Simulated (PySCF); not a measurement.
Geometry (Å), atoms numbered from 1 in this order:
```xyz
15

C     3.2724    0.5239   -0.2705
C     2.2789   -0.1421   -0.2832
C     1.0871   -0.9757   -0.3000
Si   -0.5276   -0.0100   -0.1095
C    -0.8207    1.8343    0.0676
C    -2.0600   -1.1632   -0.1036
F    -1.5979   -2.4472   -0.2556
H     4.1604    1.0848   -0.2651
H     1.1702   -1.7251    0.5015
H     1.0702   -1.5472   -1.2402
H    -1.4942    2.2114   -0.7053
H     0.1115    2.3958   -0.0045
H    -1.2747    2.0751    1.0313
H    -2.7537   -0.9720   -0.9288
H    -2.6266   -1.1349    0.8329
```

Total charge +1.

Geometry: GFN2-xTB; GIAO absolute shieldings from PySCF 2.14.0 with density-fitted response routines, gas phase, non-relativistic, averaged over equivalent atoms.

At PBE0/pcSseg-1 (166 basis functions, 24 s wall time on 1 thread of an Intel Xeon Platinum 8488C, shared host):
| atoms | σ (ppm) |
| --- | --- |
| C6 | 92.8 |
| C1 | 96.6 |
| C2 | 119.5 |
| C3 | 157.8 |
| C5 | 172.5 |
| Si4 | -90.3 |
| F7 | 453.2 |
| H14/H15 | 25.67 |
| H9/H10 | 27.36 |
| H11/H12/H13 | 29.07 |
| H8 | 29.13 |

Problem. Predict the values at mPW1PW91/pcSseg-1 on the same geometry.

Solution. 
```json
{"atoms": "C6", "σ at mPW1PW91/pcSseg-1": "92.1", "change": "-0.7"}
{"atoms": "C1", "σ at mPW1PW91/pcSseg-1": "96.1", "change": "-0.5"}
{"atoms": "C2", "σ at mPW1PW91/pcSseg-1": "119.0", "change": "-0.5"}
{"atoms": "C3", "σ at mPW1PW91/pcSseg-1": "157.0", "change": "-0.8"}
{"atoms": "C5", "σ at mPW1PW91/pcSseg-1": "171.6", "change": "-0.9"}
{"atoms": "Si4", "σ at mPW1PW91/pcSseg-1": "-91.7", "change": "-1.4"}
{"atoms": "F7", "σ at mPW1PW91/pcSseg-1": "452.3", "change": "-0.9"}
{"atoms": "H14/H15", "σ at mPW1PW91/pcSseg-1": "25.74", "change": "+0.07"}
{"atoms": "H9/H10", "σ at mPW1PW91/pcSseg-1": "27.42", "change": "+0.06"}
{"atoms": "H11/H12/H13", "σ at mPW1PW91/pcSseg-1": "29.13", "change": "+0.06"}
{"atoms": "H8", "σ at mPW1PW91/pcSseg-1": "29.17", "change": "+0.04"}
```

The largest change is at Si4 (silicon bonded to 3 C). Cost: 166 basis functions, 19 s wall time on 1 thread of an Intel Xeon Platinum 8488C, shared host. The order of the carbon signals is the same at both levels.
